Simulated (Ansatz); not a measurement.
The same ligand exchange along the group V, Nb, Ta.

Isolated molecules relaxed with PBE0-D4/def2-TZVP in Ansatz; ΔE leaves out vibrations. CCSD(T)/CBS adds triple-zeta CCSD(T) − MP2 to the extrapolated MP2 energy (def2 sets, frozen cores). This one scheme is used for every species. Elements past krypton have def2 core potentials. For Nb, Ta, V outer-core shells are correlated without core-valence functions, which leaves a few kJ/mol of doubt a bond. Scalar relativity is left out up to krypton. One conformer a species, not always the lowest.

```json
{"reaction": "`[O]=[V]([OH])([OH])[Cl]` + NH₃ → `[NH2][V](=[O])([OH])[OH]` + HCl", "CCSD/CBS(def2) (kJ/mol)": "84", "HF/CBS(def2) (kJ/mol)": "90", "CCSD(T)/CBS(def2) (kJ/mol)": "88"}
{"reaction": "`[O]=[Nb]([OH])([OH])[Cl]` + NH₃ → `[NH2][Nb](=[O])([OH])[OH]` + HCl", "CCSD/CBS(def2) (kJ/mol)": "99", "HF/CBS(def2) (kJ/mol)": "107", "CCSD(T)/CBS(def2) (kJ/mol)": "101"}
{"reaction": "`[O]=[Ta]([OH])([OH])[Cl]` + NH₃ → `[NH2][Ta](=[O])([OH])[OH]` + HCl", "CCSD/CBS(def2) (kJ/mol)": "57", "HF/CBS(def2) (kJ/mol)": "66", "CCSD(T)/CBS(def2) (kJ/mol)": "59"}
```

Largest T1 diagnostic: 0.033, for `[NH2][V](=[O])([OH])[OH]`, so its coupled-cluster energy is less sure.
